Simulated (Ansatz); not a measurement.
A structure relaxed at PBE-D4/def2-SVP in Ansatz, charge 0, singlet:

```xyz
26

B     0.3828   -0.3142    0.6507
C     1.6906   -0.3291    1.5516
C     2.8575   -1.1762    1.0180
H     1.3714   -0.7415    2.5410
H     2.0197    0.7121    1.7583
H     3.7114   -1.2076    1.7263
H     2.5547   -2.2281    0.8294
H     3.2480   -0.7753    0.0582
C    -0.2129   -1.6447    0.0036
C     0.1937   -1.8026   -1.4762
H    -1.3226   -1.6700    0.0850
H     0.1507   -2.5260    0.5747
H    -0.1844   -2.7495   -1.9151
H    -0.1963   -0.9734   -2.1029
H     1.2968   -1.8039   -1.5966
O    -0.1868    0.9176    0.4677
C    -1.3849    1.1916   -0.2736
C    -1.0235    2.1026   -1.4442
C    -2.4003    1.8201    0.6770
H    -1.8048    0.2407   -0.6713
H    -0.5749    3.0467   -1.0735
H    -1.9237    2.3521   -2.0409
H    -0.2884    1.6120   -2.1129
H    -2.6426    1.1279    1.5078
H    -1.9912    2.7533    1.1152
H    -3.3400    2.0655    0.1428
```

Problem. Give its formula, name or SMILES.

Solution. BEt2(OiPr) (C₇H₁₇BO).

Problem. Summarise the bond lengths by kind (pairs closer than 1.2 times the sum of covalent radii, bridged metal pairs left out).

Solution. 4 × C–C 1.53 to 1.54 Å; 2 × B–C 1.59 Å; 1 × C–O 1.44 Å; 1 × B–O 1.37 Å; 17 × C–H 1.11 to 1.12 Å.
